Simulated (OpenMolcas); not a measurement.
Computed transition rates of B⁺

- Program: OpenMolcas 26.06
- Method: MS-CASPT2, IPEA 0.25 Eh, imaginary shift 0.1 Eh (closed shells correlated: 1s)
- Basis: ANO-R3 [4s4p2d1f]
- Scalar Hamiltonian: X2C, finite nucleus
- Active space: 2 electrons in 4 orbitals (2s 2p)
- State averaging: 2S+1 = 3 even, 3 roots; 2S+1 = 1 even, 7 roots; 2S+1 = 3 odd, 3 roots; 2S+1 = 1 odd, 3 roots
- Spin-orbit coupling: state interaction with AMFI integrals over the reference wave functions, term energies averaged over their components

Rates come from the transition moments of the reference wave functions (E1 and E2 in the length form). At fixed line strength A goes as λ^-3 for E1 and M1 and as λ^-5 for E2, so a rate at the computed wavelength can be rescaled to the measured one. Measured vacuum wavelengths follow from level energies in NIST Handbook of Basic Atomic Spectroscopic Data. Branching counts decays inside the model space alone, at computed energies, and the table is only a selection of the E1 lines, drawn from those between levels with measured partners whose computed energy lies within a factor of 1.5 of the measured one.

```tsv
Upper	Lower	Type	λ computed (nm)	λ measured (nm)	A computed (s-1)	A rescaled (s-1)	Branching %
2p2 1D2	2s 2p 1P* 1	E1	338.7	345.2	1.15e+08	1.09e+08	100.0
2s 2p 3P* 1	2s2 1S0	E1	266.5	267.8	7.80e+00		100.0
2p2 1S0	2s 2p 1P* 1	E1	180.7	184.3	1.55e+09	1.46e+09	100.0
2p2 3P1	2s 2p 3P* 2	E1	161.5	162.4	4.16e+08	4.09e+08	41.6
2p2 3P0	2s 2p 3P* 1	E1	161.5	162.4	9.99e+08	9.82e+08	100.0
2p2 3P2	2s 2p 3P* 2	E1	161.5	162.4	7.49e+08	7.37e+08	75.0
2p2 3P1	2s 2p 3P* 1	E1	161.5	162.4	2.50e+08	2.46e+08	25.0
2p2 3P1	2s 2p 3P* 0	E1	161.5	162.4	3.33e+08	3.27e+08	33.4
2p2 3P2	2s 2p 3P* 1	E1	161.5	162.4	2.50e+08	2.46e+08	25.0
2s 2p 1P* 1	2s2 1S0	E1	132.6	136.2	1.27e+09	1.17e+09	100.0
```

Spin-changing lines and M1 lines between different terms are not rescaled, since their strength hangs on the term gaps too.

The largest correction is for 2s 2p 1P* 1 → 2s2 1S0 (E1): 1.27e+09 × (132.6 / 136.2)^3 = 1.17e+09 s-1, a factor of 0.92.

The computed rate and branching of 2s 2p 1P* 1 → 2s2 1S0 give the upper level a radiative lifetime of 1.000 / 1.27e+09 s-1 = 7.87e-10 s, counting decays inside the model space alone. The rescaled rate gives about 8.5e-10 s.

No measured rate stands beside these. Rescaling mends the energy factor alone: line strengths can still be far off where a level mixes with configurations outside the active space, and weak or spin-changing lines hang on small mixing coefficients that depend on the term gaps too, so rescaling need not improve them.

Computed and measured levels are paired by configuration, term and J; levels that our copy of the source lacks, or whose pairing is in doubt (as where it misses far off the trend of its configuration), stay unpaired. Levels of configurations outside the active space are missing.

* marks odd parity.
